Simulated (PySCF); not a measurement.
CaF, charge +1, singlet, geometry from GFN2-xTB (such geometries of metal compounds can be far from the true shape), with bond 2-1 at 1.8 times its length; CASCI(6,5)+NEVPT2/6-31G (PySCF).

PySCF was given this input:
```python
from pyscf import gto, scf, mcscf, mrpt
import numpy

mol = gto.M(
    atom='''
Ca   -0.00000000   -0.00000000   -0.61305225
F     0.00000000    0.00000000    2.94265079
''',
    basis='6-31g',
    charge=1,
    verbose=4,
)

mf = scf.RHF(mol)
mf.kernel()
mc = mcscf.CASCI(mf, 5, 6)
mc.fix_spin_(ss=0.0)
mc.kernel()
occ = numpy.linalg.eigvalsh(mc.fcisolver.make_rdm1(mc.ci, mc.ncas, mc.nelecas))[::-1]
ss = mc.fcisolver.spin_square(mc.ci, mc.ncas, mc.nelecas)[0]
print('natural occupations', occ.round(4), ' <S^2>', round(ss, 4))
e2 = mrpt.NEVPT(mc).kernel()
print('E(NEVPT2) = %.10f' % (mc.e_tot + e2))
```

The log (banner, timings and long lists left out):

```
PySCF version 2.14.0

[INPUT] verbose = 4
[INPUT] num. atoms = 2
[INPUT] num. electrons = 28
[INPUT] charge = 1
[INPUT] spin (= nelec alpha-beta = 2S) = 0
[INPUT] symmetry False subgroup None
[INPUT] Mole.unit = angstrom
[INPUT] Symbol           X                Y                Z      unit          X                Y                Z       unit  Magmom
[...]
nuclear repulsion = 26.7884851164624
number of shells = 14
number of NR pGTOs = 92
number of NR cGTOs = 26
basis = 6-31g
ecp = {}

******** <class 'pyscf.scf.hf.RHF'> ********
method = RHF
initial guess = minao
damping factor = 0
level_shift factor = 0
DIIS = <class 'pyscf.scf.diis.CDIIS'>
diis_start_cycle = 1
diis_space = 8
diis_damp = 0
SCF conv_tol = 1e-09
SCF conv_tol_grad = None
SCF max_cycles = 50
direct_scf = True
direct_scf_tol = 1e-13
Set gradient conv threshold to 3.16228e-05
Initial guess from minao.
init E= -775.682266868342
[...]
cycle= 1 E= -775.683606884817  delta_E= -0.00134  |g|= 0.728  |ddm|= 1.48

WARN: HOMO -0.239252848392297 == LUMO -0.239252848392289

cycle= 2 E= -774.33030615633  delta_E= 1.35  |g|=  2.1  |ddm|= 2.32
[...]
cycle= 3 E= -775.757523284046  delta_E= -1.43  |g|= 0.304  |ddm|= 2.23
[...]
cycle= 4 E= -775.780891926  delta_E= -0.0234  |g|= 0.0655  |ddm|= 0.259
[...]
cycle= 5 E= -775.786719362091  delta_E= -0.00583  |g|= 0.0298  |ddm|=  0.2
[...]
cycle= 6 E= -775.788942216395  delta_E= -0.00222  |g|= 0.0151  |ddm|= 0.164
[...]
cycle= 7 E= -775.789202805716  delta_E= -0.000261  |g|= 0.00633  |ddm|= 0.0619
[...]
cycle= 8 E= -775.789210839167  delta_E= -8.03e-06  |g|= 0.00149  |ddm|= 0.0145
[...]
cycle= 9 E= -775.789214297514  delta_E= -3.46e-06  |g|= 0.000376  |ddm|= 0.0085
[...]
cycle= 10 E= -775.789214348032  delta_E= -5.05e-08  |g|= 5.52e-05  |ddm|= 0.000428
[...]
cycle= 11 E= -775.789214353413  delta_E= -5.38e-09  |g|= 1.75e-05  |ddm|= 0.000323
[...]
cycle= 12 E= -775.789214353581  delta_E= -1.68e-10  |g|= 1.42e-06  |ddm|= 4.64e-05
[...]
Extra cycle  E= -775.789214353584  delta_E= -2.73e-12  |g|= 2.46e-06  |ddm|= 7.01e-06
converged SCF energy = -775.789214353584

******** <class 'pyscf.mcscf.casci.CASCI'> ********
CAS (3e+3e, 5o), ncore = 11, nvir = 10
natorb = False
canonicalization = True
sorting_mo_energy = False
******** <class 'pyscf.fci.addons.SpinPenaltyFCISolver'> ********
max. cycles = 200
conv_tol = 1e-08
davidson only = True
linear dependence = 1e-12
level shift = 0.001
max iter space = 12
nroots = 1
pspace_size = 400
spin = None
[...]
CASCI E = -775.799432367527  E(CI) = -13.8492230413001  S^2 = 0.0000000
[...]
Natural occ [1.99999503e+00 1.99804933e+00 1.89946254e+00 1.00510972e-01
 1.98212617e-03]
Natural orbital (expansion on meta-Lowdin AOs) in CAS space
               #1        #2        #3        #4        #5
0 Ca 1s          0.00000  -0.00000   0.00005  -0.00010   0.00000
0 Ca 2s         -0.00000  -0.00000   0.00157  -0.00239   0.00000
0 Ca 3s         -0.00000  -0.00000   0.00653  -0.00973  -0.00000
0 Ca 4s          0.00000   0.00000  -0.51875   0.80528  -0.00000
0 Ca 5s          0.00000  -0.00000   0.05257  -0.03078  -0.00000
0 Ca 2px         0.00000   0.00000   0.00000  -0.00000   0.00003
0 Ca 2py        -0.00000   0.00000   0.00000  -0.00000   0.00020
0 Ca 2pz         0.00000  -0.00000   0.00006  -0.00007  -0.00000
0 Ca 3px         0.00020   0.00003  -0.00000  -0.00000   0.00097
0 Ca 3py        -0.00003   0.00018   0.00000   0.00000   0.00559
0 Ca 3pz         0.00000  -0.00000  -0.00195   0.00185  -0.00000
0 Ca 4px         0.04097   0.00667  -0.00000   0.00000   0.16925
0 Ca 4py        -0.00708   0.03862  -0.00000   0.00000   0.97962
0 Ca 4pz         0.00000   0.00000  -0.07389  -0.36563   0.00000
0 Ca 5px         0.01306   0.00222   0.00000  -0.00000   0.01689
0 Ca 5py        -0.00226   0.01282   0.00000   0.00000   0.09775
0 Ca 5pz        -0.00000   0.00000   0.04183   0.03871  -0.00000
1 F 1s           0.00000  -0.00000   0.00026   0.00007   0.00000
1 F 2s          -0.00000  -0.00000   0.03856  -0.02252  -0.00000
1 F 3s           0.00000  -0.00000  -0.00112  -0.03319   0.00000
1 F 2px          0.98393   0.17001   0.00000   0.00000  -0.00694
1 F 2py         -0.16999   0.98403   0.00000  -0.00000  -0.04014
1 F 2pz         -0.00000  -0.00000   0.84686   0.45982  -0.00000
1 F 3px          0.03245   0.00560   0.00000   0.00000   0.00218
1 F 3py         -0.00561   0.03242  -0.00000  -0.00000   0.01264
1 F 3pz         -0.00000  -0.00000   0.04704   0.04738   0.00000
<CAS-nat-orb|mo-hf>  12     12       1.00000000
<CAS-nat-orb|mo-hf>  13     13       0.99999712
<CAS-nat-orb|mo-hf>  14     14       0.98049982
<CAS-nat-orb|mo-hf>  15     15       0.98049982
<CAS-nat-orb|mo-hf>  16     16       0.99999712
Sr    (-1)',   E = -0.04717218835276
Si    (+1)',   E = -0.00007033779688
Sijrs (0)  ,   E = -0.00606587852532
Sijr  (+1) ,   E = -0.00162129109846
Srsi  (-1) ,   E = -0.03264282592385
Srs   (-2) ,   E = -0.06299969994354
Sij   (+2) ,   E = -0.00013145487505
Sir   (0)' ,   E = -0.00608576867283
Nevpt2 Energy = -0.156789445188678
E(NEVPT2) = -775.9562218127
```
